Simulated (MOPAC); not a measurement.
Job for MOPAC: PM7 on AsN, a point of a bond scan (R = 2.175 Å).

```
PM7 1SCF PRECISE CHARGE=0 THREADS=1
AsN

As    -0.00000000 1    -0.00000000 1    -0.28199367 1
N      0.00000000 1     0.00000000 1     1.89338604 1
```

Program output:

```
*******************************************************************************
 **                                                                           **
 **                              MOPAC v23.2.5                                **
 **                                                                           **
 *******************************************************************************
 ** MOPAC's Digital Object Identifier: https://doi.org/10.5281/zenodo.6511958 **
 **                                                                           **
 ** Please cite the open-source release paper for use of this MOPAC version:  **
 ** J. E. Moussa and J. J. P. Stewart (2026)                                  **
 ** MOPAC: An open-source semiempirical molecular orbital program             **
 ** J. Open Source Softw., 11(119), 8025, https://doi.org/10.21105/joss.08025 **
 *******************************************************************************

                              PM7 CALCULATION RESULTS

 *******************************************************************************
 *  PM7        - The PM7 Hamiltonian to be used
 *
 *
 *
 *                 CHARGE ON SYSTEM = 0
 *
 *
 *
 *  PRECISE    - TIGHTER CRITERIA TO BE USED
 *  1SCF       - DO 1 SCF AND THEN STOP
 *  THREADS=1  - MULTI-THREADING NOT USED
 *  T=         - A TIME OF 172800.0 SECONDS REQUESTED
 *  DUMP=N     - RESTART FILE WRITTEN EVERY 7200.0 SECONDS REQUESTED
 *******************************************************************************
PM7 1SCF PRECISE CHARGE=0 THREADS=1
 AsN

   ATOM   CHEMICAL          X               Y               Z
  NUMBER   SYMBOL      (ANGSTROMS)     (ANGSTROMS)     (ANGSTROMS)

     1      As         -0.00000000  *  -0.00000000  *  -0.28199367  *
     2       N          0.00000000  *   0.00000000  *   1.89338604  *



          CARTESIAN COORDINATES

    NO.       ATOM           X           Y           Z

     1        As         -0.0000     -0.0000     -0.2820
     2         N          0.0000      0.0000      1.8934

 General Reference for PM7:
 "Optimization of Parameters for Semiempirical Methods VI: More Modifications to the
 NDDO Approximations and Re-optimization of Parameters", J. J. P. Stewart, J. Mol. Mod., 1:32, 19 (2013)
 https://link.springer.com/article/10.1007/s00894-012-1667-x

           Empirical Formula: N As  =     2 atoms



      MOLECULAR POINT GROUP   :   C*v


      RHF CALCULATION, NO. OF DOUBLY OCCUPIED LEVELS = 5



 ALL CONVERGERS ARE NOW FORCED ON
 SHIFT=10, PULAY ON, CAMP-KING ON
 AND ITERATION COUNTER RESET



 -------------------------------------------------------------------------------
 PM7 1SCF PRECISE CHARGE=0 THREADS=1
 AsN



     1SCF WAS SPECIFIED, SO BFGS WAS NOT USED
     SCF FIELD WAS ACHIEVED


                              PM7 CALCULATION
                                                       MOPAC v23.2.5 Linux




          FINAL HEAT OF FORMATION =        217.05983 KCAL/MOL =     908.17833 KJ/MOL


          COSMO AREA              =         79.68 SQUARE ANGSTROMS
          COSMO VOLUME            =         62.50 CUBIC ANGSTROMS

          IONIZATION POTENTIAL    =          9.554384 EV
          HOMO LUMO ENERGIES (EV) =         -9.554 -2.813
          NO. OF FILLED LEVELS    =          5
          MOLECULAR WEIGHT        =         88.9283         POINT GROUP:  C*v

          MOLECULAR DIMENSIONS (Angstroms)

            Atom       Atom       Distance
            N     2   As     1     2.17538
            N     2   As     1     0.00000
           As     1    N     2     0.00000


          SCF CALCULATIONS        =          1





   ATOM   CHEMICAL          X               Y               Z
  NUMBER   SYMBOL      (ANGSTROMS)     (ANGSTROMS)     (ANGSTROMS)

     1      As         -0.00000000  *  -0.00000000  *  -0.28199367  *
     2       N          0.00000000  *   0.00000000  *   1.89338604  *

                             CARTESIAN COORDINATES

   1   As       -0.000000000    -0.000000000    -0.281993670
   2    N        0.000000000     0.000000000     1.893386040


           Empirical Formula: N As  =     2 atoms



      MOLECULAR POINT GROUP   :   C*v


                  EIGENVALUES
 -26.18068 -13.70061 -11.00493  -9.55439  -9.55438  -2.81283  -2.81283  -2.62853
  -2.40843  -2.40843  -1.85109  -1.85109   0.83629


              NET ATOMIC CHARGES AND DIPOLE CONTRIBUTIONS

  ATOM NO.   TYPE          CHARGE      No. of ELECS.   s-Pop       p-Pop       d-Pop
    1         As           0.220698        4.7793     1.93355     2.70677     0.13898
    2          N          -0.220698        5.2207     1.94763     3.27307
 DIPOLE           X         Y         Z       TOTAL
 POINT-CHG.     0.000     0.000    -2.306     2.306
 HYBRID         0.000     0.000    -1.295     1.295
 SUM            0.000     0.000    -3.601     3.601


          ATOMIC ORBITAL ELECTRON POPULATIONS

     Atom    s        px        py        pz      x^2-y^2     xz        z^2       yz        xy
    1 As   1.93355   0.90695   0.90695   0.89288   0.00000   0.04745   0.04409   0.04745   0.00000
    2  N   1.94763   1.04561   1.04561   1.18186

 **********************
 *                    *
 * JOB ENDED NORMALLY *
 *                    *
 **********************




 == MOPAC DONE ==
```

The run finished.

Cost: roughly 0.10 core-seconds.
